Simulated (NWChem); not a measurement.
System: InHSeCl$_{2}$; SMILES [Cl][In]([Cl])[SeH]

```xyz
5

In    -0.0080    -0.3818     0.0000
Cl     1.8913    -1.7379     0.0000
Cl    -2.0699    -1.4845     0.0000
Se     0.1304     2.1025     0.0000
H     -1.3405     2.1901     0.0000
```
Atoms are numbered in this order, from 1.

Level: PBE0/def2-SVP with def2 effective core potentials on In (NWChem), optimised geometry, unscaled harmonic frequencies. This build's default masses of Se (78.918 u) and Br (79.917 u) are each other's, which moves their modes by up to 0.6 %. def2 effective core potentials on In; no spin-orbit coupling.

```json
[
 {"frequency (cm⁻¹)": "66", "IR intensity (km/mol)": "4.0"},
 {"frequency (cm⁻¹)": "90", "IR intensity (km/mol)": "9.2"},
 {"frequency (cm⁻¹)": "94", "IR intensity (km/mol)": "9.3"},
 {"frequency (cm⁻¹)": "216", "IR intensity (km/mol)": "8.2"},
 {"frequency (cm⁻¹)": "242", "IR intensity (km/mol)": "6.3"},
 {"frequency (cm⁻¹)": "370", "IR intensity (km/mol)": "43.8"},
 {"frequency (cm⁻¹)": "391", "IR intensity (km/mol)": "58.0"},
 {"frequency (cm⁻¹)": "618", "IR intensity (km/mol)": "0.8"},
 {"frequency (cm⁻¹)": "2465", "IR intensity (km/mol)": "3.6"}
]
```

```yaml
zero_point_energy: 6.5 kcal/mol
thermal correction to the enthalpy at 298.15 K (with zero-point energy): 11.5 kcal/mol
heat capacity Cv: 19.4 cal/(mol K)
entropy at 298.15 K and 1 atm (symmetry number 1): 90.5 cal/(mol K)
```

Rigid rotor and harmonic oscillator; modes under 100 cm⁻¹ make the entropy uncertain.
